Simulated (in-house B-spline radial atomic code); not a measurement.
# Ionising Ca4+ with different functionals

Computed with an all-electron radial atomic-structure program (B-spline basis): non-relativistic Hamiltonian, point nucleus, spin-polarised at highest spin, spherical fractional occupations for the functionals, and exact exchange of hybrids averaged over the configuration. The ionisation energy is the difference of two self-consistent energies, [Ne] 3s2 3p4 → [Ne] 3s2 3p3, without Breit or QED terms; ε is the level of the shell that loses the electron (its least bound occupied spin orbital).

| method | rung | ΔSCF (eV) | -ε(3p) (eV) |
| --- | --- | --- | --- |
| PBE0 | global hybrid | 84.06 | 77.88 |
| B3LYP | global hybrid | 84.30 | 77.53 |
| TPSSh | global hybrid | 83.94 | 76.48 |
| M06-2X | global hybrid | 84.52 | 80.78 |
| BHandHLYP | global hybrid | 84.09 | 80.09 |
| r2SCAN0 | global hybrid | 83.71 | 77.76 |
| B97-1 | global hybrid | 84.12 | 77.54 |
| HSE06 | range-separated hybrid | 84.08 | 77.47 |
| wB97X | range-separated hybrid | 84.11 | 80.56 |
| CAM-B3LYP | range-separated hybrid | 84.28 | 79.50 |
| LC-wPBE | range-separated hybrid | 84.29 | 81.04 |

**Question.** Among the functionals, which spreads more, the ΔSCF values or the orbital energies?

**Answer.** The orbital energies: ΔSCF values span about 0.81 eV and the orbital energies 4.55 eV; here energy differences depend much less on the functional than eigenvalues do.

**Question.** How do they compare with the NIST value?

**Answer.** NIST lists 84.34 eV ± 0.08 (semi-empirical, ground level to ground level). Errors run from -0.63 to +0.18 eV; B3LYP is closest (-0.04 eV), though others lie within the uncertainty of it, and part of that can be cancellation, since the calculations leave out relativity, Breit-QED terms, multiplet and fine-structure energies.
